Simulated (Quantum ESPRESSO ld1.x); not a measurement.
The aim is neutral palladium in [Kr] 4d10. What will ld1.x (Quantum ESPRESSO 7.5) do with this input?

```
 &input
    zed=46.0,
    iswitch=1,
    rel=2,
    dft='PBESOL',
    config='[Kr] 4d10',
    lsmall=.true.,
    rmax=1000.0,
    prefix='ld1',
    max_out_wfc=37,
    file_charge='ld1.rho',
 /
```

Answer. Harmless. The energy moves by less than 1e-5 hartree against the default mesh (-5044.48 hartree).

Output (excerpt):

```
     Program LD1 v.7.5 starts

     --------------------------- All-electron run ----------------------------

     dirac relativistic calculation

     atomic number is 46.00
     dft =PBESOL   lsd =0 sic =0 latt =0  beta=0.20 tr2=1.0E-14
     Exchange-correlation= PBESOL
                           (   1   4  10   8   0   0   0)
     mesh =2343 r(mesh) = 999.60340 a.u. xmin = -8.00 dx = 0.00800
     1 Ry =  13.60569312 eV, c = 137.03599908

     n l j   nl                  e(Ry)          e(Ha)          e(eV)
     Spin orbit split results
     1 0 0.5 1S 1( 2.00)     -1774.1786      -887.0893    -24138.9295
     2 0 0.5 2S 1( 2.00)      -258.9809      -129.4905     -3523.6148
     2 1 0.5 2P 1( 2.00)      -240.2573      -120.1287     -3268.8673
     2 1 1.5 2P 1( 4.00)      -228.5517      -114.2758     -3109.6042
     3 0 0.5 3S 1( 2.00)       -46.6712       -23.3356      -634.9944
     3 1 0.5 3P 1( 2.00)       -39.2819       -19.6409      -534.4570
     3 1 1.5 3P 1( 4.00)       -37.2414       -18.6207      -506.6953
     4 0 0.5 4S 1( 2.00)        -6.2621        -3.1311       -85.2007
     4 1 0.5 4P 1( 2.00)        -3.9823        -1.9911       -54.1815
     4 1 1.5 4P 1( 4.00)        -3.6553        -1.8277       -49.7334
     3 2 1.5 3D 1( 4.00)       -24.1463       -12.0732      -328.5278
     3 2 2.5 3D 1( 6.00)       -23.7394       -11.8697      -322.9903
     4 2 1.5 4D 1( 4.00)        -0.3175        -0.1587        -4.3196
     4 2 2.5 4D 1( 6.00)        -0.2854        -0.1427        -3.8835
     Averaged results
     1 0     1S 1( 2.00)     -1774.1786      -887.0893    -24138.9295
     2 0     2S 1( 2.00)      -258.9809      -129.4905     -3523.6148
     2 1     2P 1( 6.00)      -232.4536      -116.2268     -3162.6919
     3 0     3S 1( 2.00)       -46.6712       -23.3356      -634.9944
     3 1     3P 1( 6.00)       -37.9216       -18.9608      -515.9492
     4 0     4S 1( 2.00)        -6.2621        -3.1311       -85.2007
     4 1     4P 1( 6.00)        -3.7643        -1.8822       -51.2161
     3 2     3D 1(10.00)       -23.9021       -11.9511      -325.2053
     4 2     4D 1(10.00)        -0.2983        -0.1491        -4.0579

     final scf error:  8.9E-15 reached in  32 iterations

     Etot =  -10088.962540 Ry,   -5044.481270 Ha, -137267.328246 eV

     Ekin =   10537.258415 Ry,    5268.629208 Ha,  143366.704353 eV
     Encl =  -24461.731742 Ry,  -12230.865871 Ha, -332818.815334 eV
     Eh   =    4119.003469 Ry,    2059.501734 Ha,   56041.897166 eV
     Exc  =    -283.492682 Ry,    -141.746341 Ha,   -3857.114431 eV
```

Run on one thread of a shared host, so times are rough (Intel(R) Xeon(R) Processor @ 2.60GHz): 0.7 s of CPU time, 0.74 s wall, 32 iterations on 2343 mesh points.
